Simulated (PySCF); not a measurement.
tetraantimony (Sb4), SMILES [Sb]12[Sb]3[Sb]1[Sb]32.

The structure is a stationary point at B3LYP-D3(BJ)/def2-SVP. The def2 effective core potentials stand for the cores of Sb; spin–orbit coupling is left out.

All values below come from TDA-PBE0/def2-SVPD in PySCF.

Vertical excitations; the highest root listed may be one member of a degenerate set.  State labels are in the subgroup D2.

Computed lowest excited states:
| state | symmetry | energy (eV) | λ (nm) | f | main pairs |
|---|---|---|---|---|---|
| S1 | B2 | 3.42 | 362 | 0.000 | HOMO→LUMO+1 (degenerate set) |
| S2 | B3 | 3.42 | 362 | 0.000 | HOMO−1→LUMO+2, HOMO→LUMO+2 (degenerate set) |
| S3 | B1 | 3.42 | 362 | 0.000 | HOMO−1→LUMO, HOMO→LUMO (degenerate set) |
| S4 | B3 | 3.74 | 332 | 0.000 | HOMO→LUMO+4, HOMO−1→LUMO+4 (degenerate set) |
| S5 | B1 | 3.74 | 332 | 0.000 | HOMO→LUMO+3, HOMO−1→LUMO+3 (degenerate set) |
| S6 | B2 | 3.74 | 332 | 0.000 | HOMO−1→LUMO+5 (degenerate set) |
| S7 | B3 | 3.81 | 325 | 0.004 | HOMO→LUMO+2, HOMO−1→LUMO+4, HOMO−1→LUMO+2, HOMO→LUMO+4 (degenerate set) |
| S8 | B1 | 3.81 | 325 | 0.004 | HOMO→LUMO, HOMO−1→LUMO+3, HOMO−1→LUMO, HOMO→LUMO+3 (degenerate set) |
| S9 | B2 | 3.81 | 325 | 0.004 | HOMO−1→LUMO+1, HOMO→LUMO+5 (degenerate set) |
| S10 | B3 | 3.97 | 312 | 0.024 | HOMO−1→LUMO+4 38 %, HOMO→LUMO+2 21 %, HOMO→LUMO+4 13 %, HOMO−3→LUMO 8 % |
| T1 | B3 | 2.83 | 438 | 0 | HOMO→LUMO+2, HOMO−1→LUMO+2 (degenerate set) |
| T2 | B1 | 2.83 | 438 | 0 | HOMO→LUMO, HOMO−1→LUMO (degenerate set) |
| T3 | B2 | 2.83 | 438 | 0 | HOMO−1→LUMO+1 (degenerate set) |
| T4 | B2 | 3.14 | 395 | 0 | HOMO→LUMO+1 79 % |
Triplets are in the Tamm–Dancoff approximation.
